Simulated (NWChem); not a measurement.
System: C3H8Si; SMILES C=C(C)[SiH3]

Here is an NWChem input.

```
start job
memory heap 200 mb stack 700 mb global 900 mb
geometry units angstroms noautoz
  C      1.297899     1.114984     0.000000
  C      0.096601     0.519239     0.000000
  C     -1.185707     1.303023     0.000000
  Si    -0.007181    -1.359380     0.000000
  H      2.232122     0.544675     0.000000
  H      1.394543     2.208356     0.000000
  H     -1.801442     1.061840     0.883023
  H     -1.000646     2.388530     0.000000
  H     -1.801442     1.061840    -0.883023
  H      1.366323    -1.946893     0.000000
  H     -0.752312    -1.845770    -1.204887
  H     -0.752312    -1.845770     1.204887
end
basis spherical
  * library 6-31+g*
end
dft
  xc hfexch
  iterations 150
end
tddft
  cis
  nroots 8
  notriplet
end
task tddft energy
```

Structure relaxed at the PBE0/def2-SVP level.

Vertical excitations in the gas phase.

Predict the main results of this run. (Hartree-Fock/6-31+G* (spherical d), CIS.) Quantities: lowest excitation, singlet (eV); lowest state with f > 0.02, singlet (eV); orbital gap (eV).


```json
{
  "lowest excitation, singlet (eV)": "7.32",
  "lowest state with f > 0.02, singlet (eV)": "7.32",
  "orbital gap (eV)": "11.62"
}
```
